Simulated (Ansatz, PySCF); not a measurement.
C3H, SMILES [CH-][C][C] (connectivity only; charge and spin as stated), charge -1, multiplicity 1.

Coordinates come from a PBE0-D3(BJ)/def2-TZVPD optimisation.

Estimates of the vertical detachment energy (IE) of the anion in eV. Rows of orbital energies are one-electron estimates, which approximate functionals can put far too low.

| level | IE |
|---|---|
| −ε(HOMO), −ε(LUMO), CAM-B3LYP/def2-TZVPD (PySCF) | 1.44 |
| −ε(HOMO), −ε(LUMO), PBE/def2-TZVPD (PySCF) | -0.97 |
| ADC(2)/aug-cc-pVDZ (PySCF) | 1.78 |
| ΔSCF, PBE0/def2-TZVPD (Ansatz), final states of multiplicity 2 | 2.26 |
| ΔSCF, PBE/def2-TZVPD (Ansatz), final states of multiplicity 2 | ? |

Question: Fill in the missing entries. (Estimate from the structure and the level; the computed values follow.)

Answer: 
- ΔSCF, PBE/def2-TZVPD (Ansatz, a quantum-chemistry and plane-wave program), final states of multiplicity 2, IE: 2.22

Question: What vertical singlet–triplet gap does ΔSCF give with PBE0/def2-TZVPD (Ansatz) and with PBE/def2-TZVPD (Ansatz)? (An estimate is asked for; the answer gives what the named calculation found.)

Answer: 0.08 and 0.15 eV (triplet above singlet where positive).

Computed lowest 1s main lines (those of the lightest heavy element) from CVS-ADC(2)-x/aug-cc-pVDZ (PySCF, non-relativistic), with pole strengths:
285.5 eV (1.47), 286.0 eV (1.38), 286.7 eV (1.39).

Question: Beyond the first one, list the lowest photoelectron lines from PySCF with ADC(2)/aug-cc-pVDZ with their pole strengths (two spins summed). (An estimate is asked for; the answer gives what the named calculation found.)

Answer: 3.53 eV (1.66), 4.68 eV (1.63), 5.07 eV (1.72), 9.00 eV (1.66).
